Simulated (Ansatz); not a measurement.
## Molecular dynamics, step by step

CH4BrS (SMILES [Br-].CS) (charge -1), singlet, PBE0-D4/def2-SVPD (Ansatz 0.2.0). Settings (timestep in fs, temperature in K; T counts 15 degrees of freedom):

```yaml
hamiltonian: {xc: pbe0, dispersion: d4}
md: {n_steps: 60, timestep: 0.25, temperature: 200, ensemble: nve, seed: 980, initial_velocities: maxwell_boltzmann}
```

Start (the SMILES describes the start alone):

```xyz
7
angstrom
Br 0.3812 1.3541 -2.5594
C 0.2243 -0.5530 0.6638
S -1.2756 0.4546 0.5482
H 0.8065 -0.3592 -0.2403
H -0.0258 -1.6141 0.7172
H 0.8104 -0.2759 1.5419
H -0.9210 0.9936 -0.6713
```

```
step  time (fs)  potential energy less the start (meV)  kinetic energy (meV)  T (K)
   0       0.00                                    0.0                 129.3    200
   4       1.00                                   16.1                 113.2    175
   8       2.00                                   39.2                  90.2    140
  12       3.00                                   57.5                  71.8    111
  16       4.00                                   68.9                  60.5     94
  20       5.00                                   76.6                  52.7     82
  24       6.00                                   82.0                  47.4     73
  28       7.00                                   82.0                  47.4     73
  32       8.00                                   74.0                  55.4     86
  36       9.00                                   60.3                  69.1    107
  40      10.00                                   47.3                  82.0    127
  44      11.00                                   40.3                  89.0    138
  48      12.00                                   38.9                  90.5    140
  52      13.00                                   40.3                  89.1    138
  56      14.00                                   46.2                  83.1    129
  60      15.00                                   61.4                  67.9    105
```

Step 16, positions (Å) and forces (eV/Å):

```
atom       x       y       z      Fx      Fy      Fz
 Br1   0.382   1.354  -2.560   0.007  -0.016   0.013
  C2   0.241  -0.551   0.659  -0.650  -0.460   0.272
  S3  -1.284   0.458   0.551  -0.025  -0.495   0.835
  H4   0.750  -0.327  -0.286   0.539   0.004   0.135
  H5   0.020  -1.633   0.713  -0.219   0.138  -0.284
  H6   0.804  -0.360   1.585   0.217   0.480  -0.287
  H7  -0.919   0.987  -0.638   0.131   0.349  -0.682
```

Step 40, positions (Å) and forces (eV/Å):

```json
{"atom": "Br1", "x": "0.384", "y": "1.353", "z": "-2.562", "Fx": "-0.049", "Fy": "-0.003", "Fz": "0.078"}
{"atom": "C2", "x": "0.254", "y": "-0.557", "z": "0.655", "Fx": "-0.646", "Fy": "0.190", "Fz": "-0.298"}
{"atom": "S3", "x": "-1.296", "y": "0.459", "z": "0.561", "Fx": "0.763", "Fy": "-0.050", "Fz": "-0.517"}
{"atom": "H4", "x": "0.787", "y": "-0.291", "z": "-0.273", "Fx": "0.261", "Fy": "-0.041", "Fz": "0.208"}
{"atom": "H5", "x": "0.030", "y": "-1.630", "z": "0.637", "Fx": "-0.168", "Fy": "-0.074", "Fz": "-0.061"}
{"atom": "H6", "x": "0.839", "y": "-0.360", "z": "1.561", "Fx": "0.053", "Fy": "0.291", "Fz": "-0.042"}
{"atom": "H7", "x": "-0.902", "y": "1.034", "z": "-0.694", "Fx": "-0.213", "Fy": "-0.312", "Fz": "0.631"}
```

Step 44, positions (Å) and forces (eV/Å):

| atom | x | y | z | Fx | Fy | Fz |
| --- | --- | --- | --- | --- | --- | --- |
| Br1 | 0.384 | 1.353 | -2.562 | -0.049 | 0.002 | 0.075 |
| C2 | 0.255 | -0.557 | 0.653 | -0.848 | 0.251 | -0.209 |
| S3 | -1.297 | 0.459 | 0.562 | 0.815 | -0.061 | -0.526 |
| H4 | 0.800 | -0.289 | -0.252 | 0.332 | 0.055 | -0.191 |
| H5 | 0.025 | -1.627 | 0.619 | -0.119 | -0.142 | 0.025 |
| H6 | 0.846 | -0.347 | 1.546 | 0.077 | 0.203 | 0.215 |
| H7 | -0.904 | 1.035 | -0.690 | -0.209 | -0.308 | 0.611 |

Last step (60):

Br1  (0.385, 1.352, -2.562)
C2  (0.251, -0.559, 0.646)
S3  (-1.300, 0.459, 0.566)
H4  (0.883, -0.272, -0.207)
H5  (0.000, -1.625, 0.555)
H6  (0.873, -0.289, 1.514)
H7  (-0.930, 1.021, -0.633)
(Å)

The run took about 62 s on 4 CPU threads of an Intel Xeon 6975P-C (shared host).
